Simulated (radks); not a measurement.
The promethium ion Pm6+, 55 electrons, occupied as [Kr] 4d10 4f3 5s2 5p4 (the NIST ground configuration).

Method: scalar-relativistic Kohn-Sham, SCAN, spin-polarised, spherical densities, finite nucleus; open shells are filled with parallel spins first (spin-orbit coupling, left out, can overturn this in heavy ions); meta-GGA in the generalised Kohn-Sham scheme; Fermi nuclear charge, rms radius 4.962 fm; computed with a radial shooting solver on a logarithmic mesh with Libxc functionals.

Energy parts (eV):
| part | energy |
|---|---|
| total | -272470.57 |
| kinetic | 290627.50 |
| electron-nucleus | -657810.95 |
| Hartree | 100887.69 |
| exchange-correlation | -6174.82 |

Orbitals (lengths in bohr, moments of r in powers of bohr):
orbital  occ.  eigenvalue (eV)      <r^2>      <r^4>   <1/r>
1s up       1        -45173.64  0.0007319  1.419e-06   67.42
1s down     1        -45173.45  0.0007319  1.419e-06   67.42
2s up       1        -7438.171    0.01155  0.0002295   15.61
2s down     1        -7438.035    0.01155  0.0002295   15.61
2p up       3        -6647.591   0.009264  0.0001699   14.67
2p down     3        -6647.394   0.009263  0.0001699   14.67
3s up       1        -1700.368    0.07731   0.009041   5.709
3s down     1        -1698.867    0.07721   0.009015   5.713
3p up       3        -1450.266    0.07751   0.009485   5.380
3p down     3        -1448.677    0.07739   0.009452   5.384
3d up       5        -1107.814    0.06578   0.007749   5.097
3d down     5        -1106.453    0.06564   0.007710   5.101
4s up       1        -411.3630     0.3926     0.2232   2.395
4s down     1        -407.6548     0.3931     0.2236   2.391
4p up       3        -328.3821     0.4416     0.2902   2.211
4p down     3        -324.6408     0.4417     0.2900   2.208
4d up       5        -210.8845     0.5328     0.4562   1.949
4d down     5        -206.8925     0.5320     0.4543   1.948
5s up       1        -117.7766      1.976      5.488  0.9975
5s down     1        -113.0495      2.006      5.693  0.9909
5p up       3         -94.4461      2.416      8.283  0.8928
5p down     1         -90.0677      2.479      8.777  0.8809
4f up       3         -84.2966     0.8623      1.538   1.491

The highest occupied level is 4f up at -84.297 eV. Spin moment in Bohr magnetons: 5. For comparison, the ionisation energy in NIST's Atomic Spectra Database is 101 eV (theoretical). In exact Kohn-Sham theory the highest level is minus the ionisation energy, but local and semilocal functionals leave it too shallow, through self-interaction and a potential that decays too fast; potentials with the right tail come closer. The spin density at the nucleus is 0.516 e/bohr^3 (1s -0.676, 2s -0.251, 3s -7.452, 4s 5.457, 5s 3.438). Summed over all electrons, <r^2> = 26.41 bohr^2, which gives a Langevin (diamagnetic) susceptibility term of -20.9 x 10^-6 cm^3/mol.

Empty levels of this run are not shown, since the potential may be unsettled where no density lies.
